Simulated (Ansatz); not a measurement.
Compare A (`C#[C][AlH][OH]`) with its isomer B (`O=[C]1[CH2][AlH]1`).

Isolated molecules relaxed with PBE0-D4/def2-TZVP in Ansatz; ΔE leaves out vibrations. CBS: MP2 limit from def2 TZ/QZ plus the TZ coupled-cluster correction, frozen cores. Functionals use def2-TZVPP. B3LYP here is the variant with VWN-RPA as its local correlation; programs differ in this. Each species was taken in one conformer, which may not be the lowest.

A:

```xyz
7

C    -1.159   -0.822   -1.585
C    -0.518   -0.187   -0.778
Al    0.488    0.830    0.482
O     1.138    0.062    1.840
H    -1.725   -1.381   -2.296
H     0.748    2.369    0.321
H     1.029   -0.872    2.016
```

B:

```xyz
7

O     1.7557   -0.9632    0.9890
C     0.7509   -0.6618    0.4208
C     0.3996    0.4508   -0.4701
Al   -1.1733   -0.2236    0.5267
H    -0.1286    0.0280   -1.3519
H     1.1116    1.2263   -0.7542
H    -2.7159    0.1435    0.6396
```

Q: Which is lower in electronic energy at CCSD(T)/CBS, and by how much? (An estimate is asked.)

A: Computed: A, by 62.5 kcal/mol.

Q: Give E(B) − E(A) in kcal/mol with PBE0-D4, B3LYP, CCSD(T)/def2-TZVPP, r2SCAN-D4, CCSD(T)/def2-SVP, HF/def2-TZVPP, MP2/def2-TZVPP. (Best estimate.)

A: The calculation gave: PBE0-D4 49.2, B3LYP 56.6, CCSD(T)/def2-TZVPP 61.6, r2SCAN-D4 50.7, CCSD(T)/def2-SVP 55.6, HF/def2-TZVPP 73.8, MP2/def2-TZVPP 63.9. None reverses the order clearly.

Q: Does the order hold for the free energy at 298.15 K (harmonic terms from PBE0-D4)? (Estimate.)

A: Ansatz gave: Yes: G(B) − G(A) = +62.9 kcal/mol, for one conformer each.

Largest T1 diagnostic: 0.021.

At CCSD(T), def2-SVP lies −6.9 kcal/mol from the extrapolated value and def2-TZVPP −0.9 kcal/mol. From PBE to PBE0 (25 % exact exchange), in def2-TZVPP and without D4, E(B) − E(A) moves by +6.0 kcal/mol.
